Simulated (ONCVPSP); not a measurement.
## How hard is this phosphorus ONCV potential?

P, optimised norm-conserving Vanderbilt (ONCV), made with ONCVPSP 4.0.1 (PBE, scalar-relativistic). Core [Ne], reference 3s1.75 3p3.25. Waves: 3s: rc 1.35 bohr, ncon 4, nbas 9, qcut 5.4 1/bohr, 2 projectors, debl 0.8 Ha; 3p: rc 1.35 bohr, ncon 4, nbas 7, qcut 7.2 1/bohr, local. Local part: the p channel. Core correction: Teter function, fcfact 3, rcfact 1.05.

For each optimised wave give the share of its norm inside rc, the residual kinetic energy above qcut (Ha) and the cutoffs (Ha) for errors of 10, 1, 0.1 and 0.01 mHa per electron.

| wave | norm inside rc | residual KE | 10 mHa | 1 mHa | 0.1 mHa | 0.01 mHa |
| --- | --- | --- | --- | --- | --- | --- |
| 3s | 0.231 | 1.0e-04 | 7.1 | 10.4 | 15.2 | 123.4 |
| s projector 2 | 0.075 | 4.4e-04 | 7.8 | 12.7 | 20.2 | 156.0 |
| 3p | 0.136 | 2.4e-04 | 3.1 | 19.0 | 48.3 | 81.8 |

The occupied waves need 19 Ha and 48 Ha for 1 and 0.1 mHa. Note: ghosts flagged at negative energy: s at -92.8 eV; no localised positive-energy state flagged. A true bound ghost makes a file unfit for plane-wave use.
